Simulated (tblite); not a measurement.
Species: C6H9FO (charge +1 and doublet state).
Structure used (GFN2-xTB), in Å, numbered top down from 1:
```
atom  x, y, z in Å
C1    -1.3319   -1.1747    0.5318
C2    -0.6312    0.0186    0.0096
C3    -1.4868    1.1088   -0.5312
F4    -0.7536    2.1682   -0.9760
C5     0.7346    0.0746   -0.0473
C6     1.6552   -0.8892    0.5926
C7     1.4351    1.1661   -0.7764
O8     2.0026    1.1911   -1.8070
H9    -0.9776   -2.0910    0.0580
H10   -2.4066   -1.1002    0.3934
H11   -1.1177   -1.2873    1.5984
H12   -2.1851    1.4846    0.2307
H13   -2.0803    0.7431   -1.3838
H14    1.8327   -1.7101   -0.1125
H15    1.2502   -1.2989    1.5145
H16    2.6347   -0.4531    0.7870
H17    1.4186    2.0615   -0.0916
```

Calculated harmonic vibrations of the isolated species, GFN2-xTB (tblite), most abundant isotopes, no scaling. This tight-binding method is rough: wavenumbers can miss measured ones by several per cent, in bad cases by 10 to 20. One conformer, not necessarily the lowest. Open shells enter through the occupations alone, without spin polarisation, and single modes of such species can be off by tens of per cent.

Harmonic wavenumbers (cm⁻¹): 53.5, 66.6, 93.8, 106.3, 158.5, 228.8, 235.3, 281.4, 362.3, 373.9, 433.9, 552.8, 602.7, 724.2, 839.6, 852.8, 895.9, 951.3, 975.9, 986.6, 1068.0, 1117.9, 1153.5, 1163.9, 1174.9, 1204.3, 1281.5, 1342.4, 1350.8, 1358.6, 1369.6, 1389.8, 1426.1, 1443.4, 1507.9, 1861.7, 2537.0, 2867.7, 2900.6, 2930.4, 2960.8, 3006.7, 3026.3, 3049.0, 3070.8.

A = 2308, B = 2015, C = 1156 MHz; mass 116.064 u (most abundant isotopes); point group C1, symmetry number 1; spin multiplicity 2.

Problem. What is the zero-point energy?

Solution. Half the sum of the wavenumbers: 28670 cm⁻¹ = 81.97 kcal/mol.

Problem. Give the ideal-gas entropy at 273.15 K and 1 bar in the rigid-rotor, harmonic-oscillator model (classical rotation).

Solution. Translation 39.75, rotation 28.22, vibration 26.91, spin (R ln 2) 1.38: S = 96.3 cal/(mol K).

Problem. And Cp and H(273.15 K) − H(0)?

Solution. Cp = 33.68 cal/(mol K), of which vibrations give 25.73 (their classical limit is 45 R = 89.4); H(273.15 K) − H(0) = 5.97 kcal/mol without the zero-point energy, 3.80 from vibrations.

Problem. Blend soft modes into free rotors: weight 1/[1 + (100 cm⁻¹/ν̃)⁴] for the oscillator and the rest for a rotor with moment μB/(μ + B), μ = h/(8π²ν), B = 10⁻⁴⁴ kg m². What vibrational entropy results?

Solution. 24.60 cal/(mol K) in place of 26.91, which changes −T·S at 273.15 K by +0.63 kcal/mol.

Problem. What must be added to the electronic energy to get the Gibbs energy at 273.15 K and 1 bar?

Solution. ZPE + [H(273.15 K) − H(0)] − T·S = 81.97 + 5.97 − 26.29 = 61.65 kcal/mol.

Problem. How do the functions run with temperature in this model?

Solution. 
| T (K) | S (cal/(mol K)) | Cp (cal/(mol K)) | H − H(0) (kcal/mol) | G − H(0) (kcal/mol) | ln q(vib) |
| --- | --- | --- | --- | --- | --- |
| 100 | 70.6 | 19.4 | 1.35 | -5.71 | 1.86 |
| 200 | 86.7 | 27.7 | 3.72 | -13.63 | 4.63 |
| 300 | 99.5 | 35.9 | 6.90 | -22.95 | 7.23 |
| 500 | 121.7 | 51.6 | 15.72 | -45.13 | 12.10 |
| 800 | 149.6 | 67.2 | 33.74 | -85.97 | 18.88 |
| 1000 | 165.4 | 74.0 | 47.90 | -117.51 | 23.04 |

q(vib) and H(0) count from the zero-point level.

Problem. Which modes carry the vibrational entropy at 273.15 K?

Solution. 53.5 cm⁻¹: 4.51; 66.6 cm⁻¹: 4.08; 93.8 cm⁻¹: 3.41; 106.3 cm⁻¹: 3.17; 158.5 cm⁻¹: 2.40; 228.8 cm⁻¹: 1.73 cal/(mol K); the other 39 give 7.61 together.

Hindered rotation and anharmonicity are outside this model. Other conformers, if any are populated, would add a mixing term that is left out. The structure is chiral; the term R ln 2 for an equal mix with its mirror image is left out.

Time: 1.6 s. Hardware: one thread, Intel Xeon at 2.50 GHz (x86_64), no GPU, on a shared host. The figure is for the frequency step alone.
